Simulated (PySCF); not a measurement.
Gas-phase reaction: GeBr₂ + 2 Cl₂ = GeCl₄ + Br₂

Method: PySCF energies (xtb for GFN2) plus ideal-gas RRHO corrections (1 bar). † marks an energy on the PBE0/def2-TZVP geometry and frequencies; other levels use their own. CCSD(T) freezes the core. All species are closed-shell singlets. Br, Ge: all electrons, no relativistic terms. CCSD(T) isn't extrapolated to the basis-set limit.

GFN2-xTB gives ΔH°(298 K) = -263 kJ.

Task: What do ωB97X-V/def2-TZVP†, CCSD(T)/def2-TZVPP†, CCSD(T)/def2-SVP† give?

Result: ωB97X-V/def2-TZVP†: -423 kJ; CCSD(T)/def2-TZVPP†: -426 kJ; CCSD(T)/def2-SVP†: -440 kJ. For scale, ΔH°(298 K) is -263 kJ at this level, -403 kJ at ωB97M-V/def2-TZVP†, and runs from -474 to -263 kJ over the 20 levels computed († marks an energy on the PBE0/def2-TZVP geometry).
